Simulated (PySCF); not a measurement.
Species: C5H10OSi.
Bonds: C1–C2 (double), C2–C3, C3–Si4, Si4–O5, O5–C6, C6–C7 (double). Hydrogens: H8, H9 on C1; H10 on C2; H11, H12 on C3; H13, H14 on Si4; H15 on C6; H16, H17 on C7.

Theory: core-valence-separated Tamm–Dancoff BHandHLYP/aug-pcX-1 (pcseg-1 on H, def2-SVPD on Si) in PySCF, non-relativistic, gas phase, PBE0-D3(BJ)/def2-SVP geometry. The energies are unshifted.

(1) Give energies, oscillator strengths and core holes at the C K edge.

(2) List the oxygen K-edge absorption lines.

Results:

(1) 
```
E (eV)       f  core hole on  main final orbital                        polarisation
282.63  0.0563            C1         LUMO (41 %)  normal to the local trigonal plane
282.83  0.0646            C2         LUMO (42 %)  normal to the local trigonal plane
282.88  0.0539            C7       LUMO+5 (32 %)  normal to the local trigonal plane
284.38  0.0705            C6       LUMO+5 (38 %)  normal to the local trigonal plane
285.41  0.0027            C3         LUMO (74 %)                                   –
285.46  0.0094            C7              spread         in the local trigonal plane
285.62  0.0105            C3       LUMO+1 (68 %)                                   –
285.63  0.0092            C1       LUMO+1 (36 %)         in the local trigonal plane
285.89  0.0204            C7              spread         in the local trigonal plane
285.95  0.0278            C3              spread                                   –
286.05  0.0226            C1              spread         in the local trigonal plane
286.22  0.0198            C2       LUMO+2 (35 %)         in the local trigonal plane
286.54  0.0031            C7         LUMO (49 %)         in the local trigonal plane
286.58  0.0106            C3              spread                                   –
286.74  0.0232            C3              spread                                   –
286.77  0.0057            C7              spread  normal to the local trigonal plane
286.88  0.0021            C1       LUMO+3 (37 %)                               mixed
286.95  0.0009            C2       LUMO+1 (87 %)                                   –
287.03  0.0046            C7              spread         in the local trigonal plane
287.03  0.0015            C3       LUMO+5 (33 %)                                   –
287.05  0.0059            C1              spread  normal to the local trigonal plane
287.13  0.0006            C7       LUMO+1 (79 %)                                   –
287.18  0.0036            C1              spread         in the local trigonal plane
```

The first line with a tenth or more of the strongest one's intensity is at 282.63 eV (f = 0.056), with the hole on C1 (terminal =CH2 carbon), polarised normal to the local trigonal plane: a 1s→π* resonance. The strongest listed is at 284.38 eV (f = 0.071; C6, 1s→π*).

(2) 
```csv
E (eV),f,core hole on,main final orbital
533.08,0.0165,O5,spread
533.35,0.0075,O5,spread
534.43,0.0060,O5,spread
534.74,0.0029,O5,LUMO (34 %)
534.89,0.0053,O5,spread
535.15,0.0015,O5,spread
535.23,0.0010,O5,LUMO+2 (30 %)
```

The first line with a tenth or more of the strongest one's intensity is at 533.08 eV (f = 0.017), with the hole on O5 (silyl ether oxygen). It is also the strongest listed.

Roots within 0.03 eV whose holes lie on the same, on equivalent or on shared atoms are summed into one line, and the highest roots are left out, as the search may have cut off their partners. Final orbitals are the ground state's empty Kohn–Sham orbitals. A dash: too weak, shared between unlike atoms, or no plane or axis to refer to.

**Question.** What length of transition dipole belongs to the line at 286.58 eV?

**Answer.** From f = (2/3) ΔE |μ|² in atomic units, with ΔE = 10.531 Eh and f = 0.0106: |μ| = 0.039 au = 0.10 D.

The list ends where the root search ended, not at a threshold.

Conformer computed: `[CH2:1]=[CH:2][CH2:3][SiH2:4][O:5][CH:6]=[CH2:7]`: C1–C2–C3–Si4 110°, C2–C3–Si4–O5 58°, C3–Si4–O5–C6 -154°, Si4–O5–C6–C7 -163°.

One conformer stands for the species.
